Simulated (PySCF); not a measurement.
Molecule: SMILES C[Si](C)(C)[Si](C)(C)Cl, C5H15ClSi2.

Structure with atom numbers: `[CH3:1][Si:2]([CH3:3])([CH3:4])[Si:5]([CH3:6])([CH3:7])[Cl:8]`. Hydrogens are named by the atom that carries them.

Geometry PBE0-D3(BJ)/def2-SVP throughout; GIAO in PySCF 2.14, gas phase, one conformer, non-relativistic; equivalent atoms averaged; basis pcSseg-1.

Problem. How do the shifts δ (against TMS, HCl at the same level) depend on the functional? (ppm; last column core-seconds on shared hosts with different chips, so compare them loosely; the GGAs took longer than the global hybrids here, which isn't the general rule, and the cause wasn't traced)

Solution. 
```tsv
functional	kind	C6/C7	C1/C3/C4	Si5	Si2	Cl8	H(C6)/H(C7)	H(C1)/H(C3)/H(C4)	core-s
HF	Hartree–Fock	1.6	-3.6	28.6	-17.0	-62.5	0.34	0.10	24
OPBE	GGA	2.4	-2.9	32.3	-20.5	-19.5	0.40	0.15	69
KT2	GGA	3.4	-2.8	35.4	-17.9	0.9	0.41	0.16	64
KT3	GGA	2.9	-2.6	32.9	-17.6	-17.8	0.39	0.15	65
B97-D	GGA	2.9	-2.8	36.6	-16.4	-21.0	0.39	0.15	65
B3LYP	global hybrid	2.7	-3.3	37.2	-16.8	-22.4	0.37	0.13	48
PBE0	global hybrid	2.5	-3.4	35.0	-19.0	-20.5	0.38	0.13	42
WP04	global hybrid	3.0	-2.3	38.6	-11.8	-54.3	0.38	0.14	43
LC-wPBE	range-separated hybrid	1.9	-3.9	34.1	-20.1	-38.3	0.36	0.10	86
```

Problem. Which nucleus moves most, in ppm?

Solution. Cl8 (chlorine bonded to Si): from -62.5 ppm with HF to 0.9 ppm with KT2. The smallest spread is 0.06 ppm, at H(C1)/H(C3)/H(C4). Proton shifts span only some 12 ppm, so a few tenths of a ppm matter as much there as several ppm in carbon.
